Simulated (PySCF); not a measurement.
A structure optimised at PBE-D3(BJ)/def2-SVP, used in a PySCF frequency run:

```xyz
12

N      0.0000     0.0000     1.3761
B      0.0000     0.0000    -0.0154
C     -1.3903     0.0000    -0.7875
F     -2.4716     0.0000     0.1047
C      1.3903     0.0000    -0.7875
F      2.4716     0.0000     0.1047
H     -0.8677     0.0000     1.9145
H      0.8677     0.0000     1.9145
H     -1.4811     0.8905    -1.4548
H     -1.4811    -0.8905    -1.4548
H      1.4811    -0.8905    -1.4548
H      1.4811     0.8905    -1.4548
```
Charge 0, spin multiplicity 1.

**Question.** Write its SMILES, formula and point group.

**Answer.** NB(CF)CF, C2H6BF2N, C2v

**Question.** What are its rotational constants (standard atomic weights)?

**Answer.** 8.2974, 1.7301, 1.4580 GHz
